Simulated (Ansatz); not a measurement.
`B1OC=CO1`. Charge 0, multiplicity 1. All single points use the PBE0-D4/def2-TZVP geometry.

```xyz
8

B    -0.165   -0.780    1.012
O     0.961   -0.027    0.774
C     0.706    0.641   -0.397
C    -0.504    0.315   -0.845
O    -1.089   -0.580    0.014
H    -0.316   -1.496    1.942
H     1.463    1.303   -0.784
H    -1.056    0.624   -1.717
```

Problem. What is the dipole moment at r2SCAN/def2-TZVPP? (Estimate.)

Solution. Ansatz gave: 1.49 D, with components (0.19, 0.90, -1.17) D in this frame, pointing from negative to positive charge.

Problem. And with PBE, B3LYP, ωB97M-V? (An estimate is asked.)

Solution. The calculation gave: PBE 1.52 D, B3LYP 1.54 D, ωB97M-V 1.55 D.

Problem. Give the Mulliken charges with r2SCAN, B3LYP, ωB97M-V in def2-TZVPP. (Best estimate.)

Solution. Ansatz gave: 
```csv
atom,r2SCAN,B3LYP,ωB97M-V
B1,0.34,0.29,0.27
O2,-0.31,-0.30,-0.30
C3,0.01,-0.01,0.00
C4,0.01,-0.01,0.00
O5,-0.31,-0.30,-0.30
H6,0.02,0.04,0.08
H7,0.13,0.15,0.13
H8,0.13,0.15,0.13
```

B3LYP here is the variant with VWN-RPA as its local correlation; programs differ in this.
